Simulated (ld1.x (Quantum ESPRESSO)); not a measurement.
lithium (Li): RRKJ pseudisation with LDA (PZ), scalar-relativistic reference atom.

ld1.x (Quantum ESPRESSO) 7.5 input, shortened:

```
&input
   title='Li', zed=3., rel=1, dft='PZ', iswitch=3,
   config='[He] 2s0.5 2p0.5'
 /
 &inputp
   pseudotype=2, tm=.false., rho0=0.01, lloc=0,
   nlcc=.true., rcore=1.36
 /
2
2P  2  1   0.50   0.00  4.20  4.20  0.0
2S  1  0   0.50   0.00  3.15  3.15  0.0
 &test
   configts(1)='2s0.5 2p0.5'
 /
```

Q: Estimate the cutoffs (Ry, on a coarse ladder) from which the occupation-weighted sum of valence levels, in a spherical-Bessel basis at the reference potential, stays within 10 and 1 mRy of its value at 400 Ry.

A: 6 Ry and 6 Ry.

Q: Does the potential have ghost states?

A: No extra level below or beside the all-electron valence levels (p, s, d, f tested).

Q: Tests: 2s1 2p0; 2s0.5 2p0; 2s0 2p1. Which has the largest error in its energy relative to the reference configuration, and how large is it?

A: 2s0.5 2p0, with +3.0 meV (all-electron minus pseudo) on +1.17 eV.
